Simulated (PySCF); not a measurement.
Identify the unknown among the candidates.

All candidates are C6H8N2O.

| technique | computed result |
| --- | --- |
| Polarisability | 82.2 au [CAM-B3LYP/def2-SVPD] |
| Dipole | 1.99 D [CAM-B3LYP/def2-SVPD] |
| Rotational structure | rotational constants A, B, C: 4.230, 1.095, 0.938 GHz [GFN2-xTB] |
| Triplet | lowest triplet excitation (Tamm–Dancoff): 4.56 eV [TDA CAM-B3LYP/def2-SVPD] |
| UV, first state | lowest singlet excitation: 6.36 eV (195 nm, f = 0.005) [TDDFT CAM-B3LYP/def2-SVPD] |
| UV, strongest line | among the 8 lowest singlet transitions: S6 at 7.88 eV (157 nm, f = 0.622) [TDDFT CAM-B3LYP/def2-SVPD] |

The electronic properties come from PySCF, for the isolated species, density fitting. Levels stand in brackets. Isolated species at its GFN2-xTB geometry (one conformer only).

Problem. Which candidate is it?
A. `Cc1n[nH]c(C=O)c1C`
B. `Cc1nc(C2CC2)no1`
C. `COc1nccnc1C`

Solution. B. It is `Cc1nc(C2CC2)no1`. Numbering: `[CH3:1][c:2]1[n:3][c:4]([CH:5]2[CH2:6][CH2:7]2)[n:8][o:9]1`. Its formula, C6H8N2O, gives 4 degrees of unsaturation: 2 rings and 2 π bonds in the structure found (Kekulé form). By its constants the optimised geometry is an asymmetric top.

The others, at the same levels:
- `Cc1n[nH]c(C=O)c1C` fails: its computed lowest singlet excitation is 3.98 eV (312 nm, f = 0.000) (against 6.36 eV), lowest triplet excitation (Tamm–Dancoff) is 3.36 eV (against 4.56 eV) and strongest line among the 8 lowest singlet transitions is S3 at 5.21 eV (238 nm, f = 0.294) (against S6 at 7.88 eV).
- `COc1nccnc1C` fails: its computed lowest singlet excitation is 4.62 eV (269 nm, f = 0.004) (against 6.36 eV), lowest triplet excitation (Tamm–Dancoff) is 3.71 eV (against 4.56 eV) and strongest line among the 8 lowest singlet transitions is S5 at 6.12 eV (203 nm, f = 0.204) (against S6 at 7.88 eV).

Each candidate is one conformer, not necessarily the lowest. The conformers computed, where there is a choice (atom-mapped SMILES and torsion angles):
- `[CH3:1][c:2]1[n:3][c:4]([CH:5]2[CH2:6][CH2:7]2)[n:8][o:9]1`: N3–C4–C5–C6 -35°
- `[CH3:1][c:2]1[n:3][nH:4][c:5]([CH:6]=[O:7])[c:8]1[CH3:9]`: N4–C5–C6–O7 0°
- `[CH3:1][O:2][c:3]1[n:4][cH:5][cH:6][n:7][c:8]1[CH3:9]`: C1–O2–C3–N4 0°
